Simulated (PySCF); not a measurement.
## Vibration and rotation of TeBr

UHF-CCSD(T) constants of TeBr, ²Π (doublet), unpaired electrons π ↑ (PySCF, spin-free X2C with a Gaussian nucleus, basis sets Te x2c-TZVPPall, Br x2c-TZVPPall; masses 129.9062 and 78.9183 u):

```
ωe              : 266.3 cm⁻¹
ωexe            : 0.571 cm⁻¹
Be              : 0.056011 cm⁻¹
αe              : 0.000177 cm⁻¹
D (centrifugal) : 9.91e-09 cm⁻¹
De to Te + Br   : 2.20 eV
```

Question: Give the vibrational terms G(v) and spacings up to v = 3.

Answer: G(v) = ωe(v+½) − ωexe(v+½)².

```csv
v,G(v) (cm⁻¹),G(v) − G(v−1),Bv (cm⁻¹)
0,133,,0.05592
1,398,265,0.05575
2,662,264,0.05557
3,925,263,0.05539
```

Question: How well does the Morse estimate ωe²/(4ωexe) reproduce De, and what is D0?

Answer: It gives 3.85 eV, 175 % of the computed De. D0 = De − G(0) = 2.20 − 0.02 = 2.18 eV.

Correlated steps freeze 27 core orbitals. These are scalar-relativistic numbers at best; spin–orbit coupling would shift them, the dissociation energy most. The state is the lowest determinant that a PBE0 search found; another state may lie lower at other levels.
